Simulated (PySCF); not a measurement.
C3H9BO2Si.
Bonds: C1–C2 (double), C2–C3, C3–Si4, C2–B5, B5–O6, B5–O7. Hydrogens: H8, H9 on C1; H10, H11 on C3; H12, H13, H14 on Si4; H15 on O6; H16 on O7.

All values: PBE0/pcSseg-1 and wB97X-D/def2-SVPD (PySCF, non-relativistic), on one gas-phase PBE0-D3(BJ)/def2-SVP geometry that isn't relaxed in the solvent. The solvent is an IEF-PCM continuum (cavity from Bondi-type radii × 1.2). Specific hydrogen bonds and non-electrostatic terms are outside this model.

Gas phase at PBE0/pcSseg-1: HOMO -7.33 eV, LUMO -0.66 eV, dipole 1.72 D.

**Question.** What does the continuum do to the energy, the frontier levels and the dipole at PBE0/pcSseg-1 in dichloromethane and acetone?

**Answer.** 
```
        solvent      ε  E(solvent) − E(gas) (kcal/mol)  polarisation term (kcal/mol)  distortion of the solute (kcal/mol)  HOMO (eV)  LUMO (eV)  dipole (D)
dichloromethane   8.93                           -5.62                         -6.04                                 0.42      -7.25      -0.56        2.17
        acetone  20.49                           -6.29                         -6.82                                 0.53      -7.24      -0.55        2.23
```

The polarisation term is half the interaction of the solute with the surface charges that it induces; the rest is the cost of distorting the solute's density. The sum is the electrostatic part of solvation alone. From dichloromethane to acetone the lowering changes by a factor 1.12, Onsager's factor (ε − 1)/(2ε + 1) by 1.10 and ε itself by 2.3.

**Question.** Which radius a makes the point-dipole formula ΔE = −[(ε − 1)/(2ε + 1)]·μ²/a³ give the value in acetone, with the gas-phase dipole?

**Answer.** μ = 0.678 au and |ΔE| = 0.01003 Eh give a = 1.47 Å; the farthest nucleus lies 3.48 Å from the centroid of the nuclei, so such a sphere wouldn't even hold the nuclei. The formula assumes a rigid point dipole at the centre of a sphere.

**Question.** Which Hirshfeld charges (PBE0/pcSseg-1) respond most in acetone (means over atoms taken as equivalent)?

**Answer.** 
| atoms | environment | gas (e) | solvent (e) | change |
| --- | --- | --- | --- | --- |
| H15/H16 | hydroxyl hydrogen | +0.178 | +0.189 | +0.011 |
| H9 | vinylic hydrogen | +0.038 | +0.049 | +0.011 |
| O6/O7 | boron-bound oxygen | -0.246 | -0.255 | -0.009 |
| C2 | fully substituted alkene carbon | -0.068 | -0.074 | -0.006 |
| H12/H13/H14 | Si–H hydrogen | -0.083 | -0.087 | -0.004 |
| B5 | three-coordinate boron | +0.237 | +0.233 | -0.004 |
| H8 | vinylic hydrogen | +0.045 | +0.048 | +0.003 |
| H10/H11 | methylene hydrogen | +0.043 | +0.046 | +0.003 |

**Question.** Which Mayer bond orders change most in acetone?

**Answer.** 
```tsv
bond	length (Å)	gas	solvent	change
O6–H15	0.962	0.925	0.912	-0.013
O7–H16	0.964	0.926	0.913	-0.013
C3–Si4	1.908	0.873	0.884	+0.011
B5–O6	1.363	1.232	1.241	+0.009
C2–C3	1.501	1.043	1.035	-0.008
C1–H9	1.096	0.949	0.944	-0.005
Si4–H13	1.491	0.946	0.941	-0.005
C2–B5	1.575	0.870	0.874	+0.004
```

Gas phase at wB97X-D/def2-SVPD: HOMO -9.17 eV, LUMO 1.04 eV, dipole 1.65 D.

**Question.** What does the continuum do to the energy, the frontier levels and the dipole at wB97X-D/def2-SVPD in acetone?

**Answer.** 
```csv
solvent,ε,E(solvent) − E(gas) (kcal/mol),polarisation term (kcal/mol),distortion of the solute (kcal/mol),HOMO (eV),LUMO (eV),dipole (D)
acetone,20.49,-6.20,-6.85,0.65,-9.07,1.16,2.23
```

**Question.** How does the static polarisability (wB97X-D/def2-SVPD, frozen core, with the continuum's full static response) change?

**Answer.** 
| medium | isotropic (au) | principal values (au) | ⟨r²⟩ of the electrons (bohr²) |
| --- | --- | --- | --- |
| gas | 86.5 | 68.8, 87.0, 103.7 | 1101.6 |
| acetone | 115.7 | 95.0, 113.1, 138.9 | 1101.0 |

The isotropic value in acetone is 1.34 times the gas-phase one; no cavity-field correction is applied. ⟨r²⟩ is taken about the centre of nuclear charge.

Conformer computed: `[CH2:1]=[C:2]([CH2:3][SiH3:4])[B:5]([OH:6])[OH:7]`: C1–C2–C3–Si4 112°, C1–C2–B5–O6 18°, H–O6–B5–C2 4°, H–O7–B5–C2 178°.

The pairwise dispersion term of wB97X-D wasn't added to the energies; at a given geometry it leaves orbitals and properties as they are.
